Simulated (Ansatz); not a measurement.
The cluster Nb2O2⁺, relaxed as a quartet with UKS r2SCAN-D4/def2-TZVP in Ansatz, starting from the r2SCAN-D4/def2-TZVP geometry of the charge +1 doublet. Force threshold 0.02 eV/Å.

In the def2 sets Nb takes a core potential; there is no spin–orbit coupling. At r2SCAN-D4/def2-TZVP a doublet of charge 1 lies 0.27 eV below the quartet, each at its own geometry. The structure comes from a short search, and lower isomers may exist.

Start:

```xyz
4

Nb    0.147   -0.918   -1.211
Nb    1.273    0.170    0.825
O    -0.065    0.997    1.359
O    -1.355   -0.249   -0.973
```

**Question.** Estimate the energy that the relaxation releases and the steps that it takes.

**Answer.** 42.7 kJ/mol, in 5 steps; 18 s on 4 threads of Arm Neoverse V2 on a shared host. No frequencies were taken in this run, so the end may be a saddle point.

**Question.** Does the start keep its bonding and symmetry?

**Answer.** By distances, no bond broke or formed. The bond that changes most is Nb1–Nb2, from 2.57 to 2.88 Å (atoms count from 1). Point group C2v at the start, C2v at the end, both within 0.05 Å.

**Question.** Predict the relaxed structure.

**Answer.** 
Cartesian coordinates in Å:
```
Nb 0.0825 -0.9855 -1.3352
Nb 1.3448 0.2340 0.9473
O -0.0307 1.0355 1.4289
O -1.3966 -0.2841 -1.0410
```
Bond lengths (bridged metal pairs left out): 2 × Nb–O 1.66 Å; 1 × Nb–Nb 2.88 Å.
